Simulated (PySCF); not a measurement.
Job file and geometry (Å, from GFN2-xTB) of an NMR shielding run on `CC[P+]([BH3-])(C#CC)CC`, C₇H₁₆BP, GIAO PBE0/pcSseg-1 NMR shielding, non-relativistic, gas phase in PySCF; density fitting, a coarse starting grid and PySCF grid level 2 are the driver's defaults:

```
$ OMP_NUM_THREADS=1 python probes_run.py task.json out

{"job": {"kind": "nmr", "xc": "PBE0", "basis": "pcSseg-1"}, "charge": 0, "multiplicity": 1}
B     -0.503965    -1.135354     2.439472
P     -0.467544    -0.193825     0.765298
C      1.106782     0.278224     0.139811
C      2.240291     0.522410    -0.191413
C      3.579362     0.841602    -0.627514
C     -1.362486     1.421446     0.812589
C     -1.315683     2.243658    -0.468256
C     -1.194667    -1.055624    -0.701936
C     -0.566089    -2.433175    -0.861919
H     -0.091395    -0.355419     3.241993
H     -1.660054    -1.400791     2.588609
H      0.193307    -2.091875     2.309760
H      3.649453     1.898605    -0.884243
H      4.289207     0.621960     0.169685
H      3.836204     0.247064    -1.504180
H     -2.394763     1.198748     1.098495
H     -0.910971     1.980194     1.638052
H     -0.285766     2.379602    -0.793243
H     -1.870721     1.759607    -1.268546
H     -1.754986     3.225286    -0.298405
H     -2.270008    -1.146118    -0.521637
H     -1.038096    -0.455765    -1.601370
H     -0.993834    -2.957964    -1.714696
H      0.508767    -2.341869    -1.012943
H     -0.733281    -3.026482     0.034366
```

Task: What does the program print?

Result: 
```
coarse grid: 20232 points
cycle   1  E = -641.8108338653  dE =  8.379e-01  |g| = 5.774e-01  |ddm| = 4.602e+00
cycle   2  E = -641.8223317654  dE = -1.150e-02  |g| = 5.542e-01  |ddm| = 1.374e+00
cycle   3  E = -641.9055516718  dE = -8.322e-02  |g| = 9.820e-02  |ddm| = 6.444e-01
cycle   4  E = -641.9070273956  dE = -1.476e-03  |g| = 6.025e-02  |ddm| = 1.170e-01
cycle   5  E = -641.9079023962  dE = -8.750e-04  |g| = 1.091e-02  |ddm| = 5.521e-02
cycle   6  E = -641.9079335804  dE = -3.118e-05  |g| = 2.258e-03  |ddm| = 1.483e-02
cycle   7  E = -641.9079349175  dE = -1.337e-06  |g| = 4.369e-04  |ddm| = 2.596e-03
final grid: 187544 points
cycle   8  E = -641.9639406457  dE = -6.459e-05  |g| = 9.876e-03  |ddm| = 6.501e-02
cycle   9  E = -641.9639376823  dE =  2.963e-06  |g| = 1.062e-02  |ddm| = 1.711e-02
cycle  10  E = -641.9639657563  dE = -2.807e-05  |g| = 1.046e-03  |ddm| = 8.674e-03
cycle  11  E = -641.9639660008  dE = -2.444e-07  |g| = 4.773e-04  |ddm| = 1.364e-03
cycle  12  E = -641.9639660482  dE = -4.745e-08  |g| = 1.902e-04  |ddm| = 4.869e-04
cycle  13  E = -641.9639660577  dE = -9.454e-09  |g| = 2.480e-05  |ddm| = 2.184e-04
cycle  14  E = -641.9639660578  dE = -1.471e-10  |g| = 8.266e-06  |ddm| = 4.766e-05
converged SCF energy = -641.9639660578

GIAO shielding tensors (ppm)
atom      isotropic    diamagn.    paramagn.     s11        s22        s33       span
  0 B      148.321     189.337     -41.016    141.267    145.256    158.439     17.172
  1 P      321.251     969.221    -647.969    283.788    305.512    374.454     90.666
  2 C      108.089     273.169    -165.080     19.368     28.362    276.536    257.168
  3 C       72.271     274.426    -202.155    -21.212    -11.735    249.761    270.974
  4 C      180.970     255.188     -74.217    172.129    172.670    198.112     25.983
  5 C      160.334     255.469     -95.135    151.781    154.835    174.386     22.605
  6 C      176.265     248.820     -72.555    168.088    174.027    186.679     18.591
  7 C      162.155     256.318     -94.162    149.578    162.168    174.719     25.141
  8 C      176.948     248.114     -71.165    171.185    173.593    186.067     14.883
  9 H       30.890      29.843       1.047     27.526     29.490     35.653      8.127
 10 H       31.221      30.297       0.924     27.981     29.168     36.513      8.532
 11 H       30.731      30.122       0.609     27.294     29.770     35.129      7.835
 12 H       29.573      29.519       0.054     24.136     28.067     36.514     12.378
 13 H       29.462      27.968       1.494     24.172     27.666     36.549     12.378
 14 H       29.527      30.159      -0.632     24.205     28.071     36.304     12.099
 15 H       30.177      32.621      -2.444     25.335     29.171     36.025     10.690
 16 H       29.897      32.636      -2.740     24.725     29.144     35.821     11.096
 17 H       30.223      32.571      -2.348     24.682     30.802     35.186     10.503
 18 H       30.686      31.811      -1.125     25.525     30.151     36.383     10.857
 19 H       30.359      28.488       1.871     25.099     27.246     38.731     13.633
 20 H       30.473      33.336      -2.863     25.363     29.394     36.662     11.299
 21 H       29.730      34.957      -5.227     24.540     30.332     34.319      9.779
 22 H       30.417      28.561       1.856     25.274     27.261     38.716     13.442
 23 H       30.561      32.031      -1.469     25.219     30.576     35.889     10.670
 24 H       30.092      30.034       0.057     24.547     29.798     35.930     11.383
```

Size and cost of the density-fitted run: 240 basis functions, 2.1 min wall time on 1 thread of an Arm Neoverse N1, shared host; peak memory 1.1 GiB.
